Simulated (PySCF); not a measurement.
C₆H₆OS.
Atom-mapped SMILES: `[cH:1]1[cH:2][s:3][c:4]([C@@H:5]2[CH2:6][O:7]2)[cH:8]1` (hydrogens: H9 on C1; H10 on C2; H11 on C5; H12, H13 on C6; H14 on C8)

Structure used (GFN2-xTB), in Å, numbered top down from 1:
```xyz
14
C6H6OS angstrom
C      2.1615    0.4491    0.1503
C      2.3796   -0.5321    1.0605
S      0.9118   -1.1629    1.6993
C     -0.0159   -0.0816    0.7140
C     -1.4870   -0.1184    0.7663
C     -2.2862   -0.2225   -0.4666
O     -2.1939    0.9711    0.2502
C      0.7877    0.7084   -0.0511
H      2.9493    0.9724   -0.3614
H      3.3131   -0.9317    1.4031
H     -1.9013   -0.5548    1.6730
H     -3.2491   -0.7194   -0.4386
H     -1.7759   -0.2380   -1.4229
H      0.4057    1.4599   -0.7183
```

A PySCF run (density fitting, gas phase, GFN2-xTB geometry) gave HOMO -6.25 eV, LUMO -0.41 eV, dipole 1.40 D and E = -705.445 Eh.

Problem. Which of these levels was it?
A. X3LYP/cc-pVDZ
B. LC-wPBE/6-311G**
C. PBE0/pcSseg-1
D. PBE0/def2-SVPD

Solution. A. It is X3LYP/cc-pVDZ. All candidates on this geometry:

```
                              level and settings                    kind  basis functions  SCF cycles     E (Eh)  HOMO (eV)  LUMO (eV)  dipole (D)
                                   X3LYP/cc-pVDZ           global hybrid              146          14  -705.4448      -6.25      -0.41        1.40
                                  PBE0/def2-SVPD           global hybrid              218          14  -704.7876      -6.71      -0.66        1.49
                                   PBE0/pcSseg-1           global hybrid              173          14  -705.0587      -6.68      -0.60        1.58
LC-wPBE/6-311G**, fitting basis def2-qzvpp-jkfit  range-separated hybrid              188          12  -705.3566      -9.15       1.60        1.55
```

The nearest other candidate, by the summed differences of HOMO and LUMO, is PBE0/pcSseg-1: its HOMO differs by -0.43 eV and its LUMO by -0.19 eV. Cycle counts include a coarse-grid stage where the run had one. All basis functions are spherical, in the Pople sets too.
